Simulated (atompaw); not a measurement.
Scattering properties, PAW (atompaw) potential for Al

atompaw 4.2.0.5 input, output lines left out:

```
Al 13
GGA-PBESOL scalarrelativistic loggrid 1500 logderivrange -3 5 201
3 3 0 0 0 0
3 1 1
0 0 0
c
c
v
c
v
1
2.80 2.35 2.50 2.70
y
3.05
n
y
0.2
n
bloechl besselshape
bessel
```

The phase is arctan(r·u′/u) with u = r·R(r), unwrapped; energies in Ry, scanned from -3 to 5 Ry. A pole is an energy at which the radial function vanishes at the test radius. The pseudo phase is shifted by a multiple of π to meet the all-electron one at the reference energy, and phase errors are pseudo minus all-electron; the curves can meet again beyond the range given. Levels narrower than the energy grid can be missing from the lists of poles.

```tsv
channel	radius (bohr)	reference energy (Ry)	poles, all-electron	poles, pseudo	unbroken range about the reference energy with phases within 0.05 rad	phase error 1 Ry above the reference energy (rad)
s	2.80	-0.57	0.39	0.38	the whole range	-0.001
p	2.80	-0.20	1.13	0.82, 1.25	below 0.8	-0.038
```

Phases in the s channel:

```tsv
E (Ry)	all-electron	pseudo
-3.00	1.325	1.324
-2.76	1.309	1.308
-2.52	1.289	1.288
-2.28	1.264	1.263
-2.04	1.231	1.230
-1.80	1.185	1.184
-1.56	1.116	1.115
-1.32	1.001	1.000
-1.08	0.772	0.771
-0.84	0.222	0.221
-0.60	-0.670	-0.670
-0.36	-1.166	-1.167
-0.12	-1.379	-1.379
0.12	-1.492	-1.492
0.36	-1.564	-1.565
0.60	-1.618	-1.619
0.84	-1.663	-1.664
1.08	-1.705	-1.706
1.32	-1.748	-1.749
1.56	-1.795	-1.797
1.80	-1.853	-1.855
2.04	-1.931	-1.933
2.28	-2.045	-2.047
2.52	-2.237	-2.239
2.76	-2.598	-2.599
3.00	-3.218	-3.219
3.24	-3.811	-3.812
3.48	-4.142	-4.144
3.72	-4.319	-4.321
3.96	-4.423	-4.427
4.20	-4.492	-4.497
4.44	-4.541	-4.547
4.68	-4.579	-4.585
4.92	-4.608	-4.616
```
